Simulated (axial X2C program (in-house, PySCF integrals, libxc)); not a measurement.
Potential curves of SbS, without spin–orbit coupling

Calculated with an in-house relativistic program for diatomic molecules. Spin-free means the one-electron spin-free X2C Hamiltonian. Basis: Sb dyall-cv3z [11s12p8d4f1g], S dyall-av3z [9s8p3d2f] (cores contracted in-house); Gaussian nuclei, density fitting, unrestricted open shells. Masses: Sb 120.904 u, S 31.972 u.

State: M_S = 1/2, Λ = 1 (beyond evenly filled blocks: π+α). Energies in eV from the fragments at the same level (Sb + S). Fits are polynomials in 1 − R0/R over 0.85 to 1.23 times the lowest point R0.

| R (Å) | BP86 |
| --- | --- |
| 1.9262 | -2.3075 |
| 2.0147 | -3.2127 |
| 2.0812 | -3.6186 |
| 2.1476 | -3.8484 |
| 2.2140 | -3.9437 |
| 2.2915 | -3.9278 |
| 2.3690 | -3.8124 |
| 2.4686 | -3.5658 |
| 2.5904 | -3.1760 |
| 2.7675 | -2.5522 |
| 3.0110 | -1.7819 |
| 3.3210 | -1.0497 |

One determinant describes the state; a PBE0 search over occupations chose it and may have missed a lower one. Dissociation energies refer to the lowest single-determinant-based atoms at the same level and basis. The functionals have no current-density term, which raises determinants with orbital currents, atoms included.

Q: Fit the BP86 curve near its minimum: give the equilibrium distance, the harmonic wavenumber and the well depth.

A: At BP86, spin-free: Re = 2.241 Å, ωe ≈ 469 cm⁻¹, De = 3.95 eV to Sb + S; Be follows as 0.133 cm⁻¹.
